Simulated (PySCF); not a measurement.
Exercise with solution: dipole moment from atomic charges

W(NH)(F)3(Cl) (ClF₃HNW), SMILES [F][W]([F])(=[NH])([Cl])[F], multiplicity 1. Atoms are numbered in the order given.

```xyz
7

W     -0.1762     0.0379     0.0000
N     -0.4528     1.7293     0.0000
H     -0.6171     2.7314     0.0000
F     -0.1428    -0.4138    -1.8195
F     -1.8639    -0.7875     0.0000
F     -0.1428    -0.4138     1.8195
Cl     2.1275    -0.1828     0.0000
```
Charge 0, spin multiplicity 1.

Geometry optimised at B3LYP-D3(BJ)/def2-SVP. The multiplicity is an assumed one; no other spin state was optimised. The structure was generated by enumeration; whether it is a known compound was not checked. The def2 effective core potentials stand for the cores of W; spin–orbit coupling is left out.

Charges (e) from B3LYP/def2-TZVP (PySCF):

```json
[
 {"atom": "W1", "ESP fit": "1.438", "Mulliken": "1.582"},
 {"atom": "N2", "ESP fit": "-0.771", "Mulliken": "-0.502"},
 {"atom": "H3", "ESP fit": "0.480", "Mulliken": "0.275"},
 {"atom": "F4", "ESP fit": "-0.326", "Mulliken": "-0.356"},
 {"atom": "F5", "ESP fit": "-0.281", "Mulliken": "-0.359"},
 {"atom": "F6", "ESP fit": "-0.326", "Mulliken": "-0.356"},
 {"atom": "Cl7", "ESP fit": "-0.214", "Mulliken": "-0.284"}
]
```

The dipole moment of the full density is 2.66 D.

Problem. What dipole moment does each set of point charges give, and which comes closer to that of the density?

Solution. 
μ = Σ q r, and 1 e Å = 4.8032 D.
ESP fit: Σ q r = (-0.039, 0.562, 0.000) e Å, |μ| = 2.71 D.
Mulliken: Σ q r = (-0.055, 0.572, 0.000) e Å, |μ| = 2.76 D.
ESP fit comes closer in size. Point charges leave out the atoms' own dipoles (lone pairs, polarised bonds); fits to the potential absorb them, partitions of the density don't.
